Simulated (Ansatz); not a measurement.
Harmonic frequencies (cm⁻¹) at PBE0-D4/def2-TZVP from Ansatz: 71, 74, 89, 106, 154, 226, 316, 380, 461, 493, 768, 778, 832, 844, 874, 884, 905, 1146, 1180, 1216, 1480, 1492, 1501, 2149, 2156, 2162, 2204, 3026, 3098, 3131.

Each molecule was computed in one conformer, which needn't be the lowest.

(1) Which molecule is it?
A. `C[SiH](N)N`
B. `CC[SiH2]O`
C. `CO[SiH](N)Cl`
D. `CO[SiH](F)[GeH3]`

Answers

(1) D.
